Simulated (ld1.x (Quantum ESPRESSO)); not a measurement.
**Zn: one change to a PAW potential, before and after**

ld1.x (Quantum ESPRESSO) 7.5 input, shortened:

```
&input
   title='Zn', zed=30., rel=1, dft='PBESOL', iswitch=3,
   config='[Ar] 3d10 4s1.5 4p0.5'
 /
 &inputp
   pseudotype=3, lpaw=.true., tm=.true., lloc=-1, rcloc=1.05,
   nlcc=.true., rcore=1.05,
   which_augfun='BESSEL', rmatch_augfun=1.30
 /
6
4S  1  0   1.50   0.00  2.00  2.10  0.0
4S  1  0   0.00   0.05  2.00  2.10  0.0
4P  2  1   0.50   0.00  2.85  3.60  0.0
4P  2  1   0.00   4.65  2.85  3.60  0.0
3D  3  2  10.00   0.00  1.20  1.35  0.0
3D  3  2   0.00   1.60  1.20  1.35  0.0
 &test
   configts(1)='3d10 4s1.5 4p0.5'
 /
```

All-electron outer shells of the reference configuration (PBEsol, scalar-relativistic, ld1.x):

```
shell  level (eV)  outermost node (bohr)  outermost maximum (bohr)
   3s     -130.11                   0.28                      0.59
   3p      -84.44                   0.25                      0.59
   3d      -11.33                      –                      0.57
   4s       -6.76                   0.85                      2.06
   4p       -1.63                   0.92                      2.96
```

Change: waves 3d (bound): rcut 1.20, rcutus 1.94 bohr; 3d channel at 1.6 Ry: rcut 1.20, rcutus 1.94 bohr.

Cutoffs: the cutoffs (Ry, on a coarse ladder) from which the occupation-weighted sum of valence levels, in a spherical-Bessel basis at the reference potential, stays within 10 and 1 mRy of its value at 400 Ry; they do not see the model core or the augmentation charge, which bear on the density cutoff. Errors are all-electron minus pseudo energies relative to the spin-unpolarised reference configuration.

How do hardness, ghosts and transferability respond?

The potential gets softer (60 Ry and 110 Ry → 30 Ry and 45 Ry); both files keep a bound ghost (s); of the 7 tests that both files solve, the error grows in 3 and shrinks in 0 by more than 15 % and 0.3 meV (median size 0.6 → 2.4 meV). A larger radius leaves more room for a smooth pseudo-wave, so fewer plane waves are needed. More of the atom is replaced by a form fitted at one configuration, so other configurations suffer.

```csv
quantity,base,changed
"cutoff, loose",60 Ry,30 Ry
"cutoff, tight",110 Ry,45 Ry
loose cutoff by channel (10 mRy a level),"s 6 Ry, p 6 Ry, d 50 Ry","s 6 Ry, p 6 Ry, d 25 Ry"
bound ghosts,s,s
"error for 3d10 4s2 4p0, meV [ΔE -2.51 eV]",-0.1,-0.2
"error for 3d10 4s1 4p0, meV [ΔE 7.39 eV]",+0.1,-2.4
"error for 3d10 4s0 4p0, meV [ΔE 25.74 eV]",+0.8,-17
"error for 3d9 4s2 4p0, meV [ΔE 15.42 eV]",-132,-171
"error for 3d10 4s0 4p2, meV [ΔE 8.09 eV]",-3.1,-3.5
"error for 3d10 4s1 4p1, meV [ΔE 2.61 eV]",-0.6,-0.7
"error for 3d10 4s1.5 4p0, meV [ΔE 1.44 eV]",+0.1,-0.1
s: phases at 3.88 bohr within 0.05 rad from the reference energy up to (Ry; the scan ends near 5),4.5,4.5
p: phases at 3.88 bohr within 0.05 rad from the reference energy up to (Ry; the scan ends near 5),1.3,1.3
d: phases at 3.88 bohr within 0.05 rad from the reference energy up to (Ry; the scan ends near 5),n/a,n/a
lowest overlap eigenvalue by channel,"s 0.19, p 0.51, d 0.33","s 0.19, p 0.51, d 0.86"
```

 A true bound ghost makes a file unfit for plane-wave use even where its test errors are small: the radial tests pick states by their node count and pass the ghost by.
